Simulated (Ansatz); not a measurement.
Stepwise reaction of `[NH2][Sc]([NH2])[F]` with water, as a gas-phase model of exchange steps in deposition or etching. ΔE in kJ/mol; ΔG adds harmonic PBE0-D4 terms to CCSD(T)/CBS, at 1 bar.

Calculated with Ansatz (gas phase, PBE0-D4/def2-TZVP geometries, no zero-point term in ΔE). CCSD(T)/CBS is the MP2 limit (def2-TZVPP, def2-QZVPP) plus CCSD(T) − MP2 in def2-TZVPP, frozen cores. This one scheme is used for every species. Functionals use def2-TZVPP. B3LYP here is the variant with VWN-RPA as its local correlation; programs differ in this. For Sc outer-core shells are correlated without core-valence functions, which leaves a few kJ/mol of doubt a bond. Scalar relativity is left out up to krypton. One conformer a species, not always the lowest.

```csv
step,reaction,PBE-D4,B3LYP-D4,ωB97M-V,CCSD(T)/CBS,ΔG(500 K)
1,`[NH2][Sc]([NH2])[F]` + H₂O → `[NH2][Sc]([OH])[F]` + NH₃,-71.7,-75.0,-75.4,-73.3,-72.5
2,`[NH2][Sc]([OH])[F]` + H₂O → `[OH][Sc]([OH])[F]` + NH₃,-64.2,-68.2,-68.9,-67.8,-66.4
```

**Question.** By hand: ΔE of the 2 steps together at CCSD(T)/CBS.

**Answer.** (-73.3) + (-67.8) = -141.1 kJ/mol, or -70.5 kJ/mol a step.

In ΔE each step is higher than the one before. All are downhill at CCSD(T)/CBS. ΔG lies between -72.5 and -66.4 kJ/mol a step. PBE-D4 differs from CCSD(T)/CBS by 1.6 to 3.6 kJ/mol a step. Isolated molecules leave out the surface, adducts and barriers. Largest T1 diagnostic: 0.016.
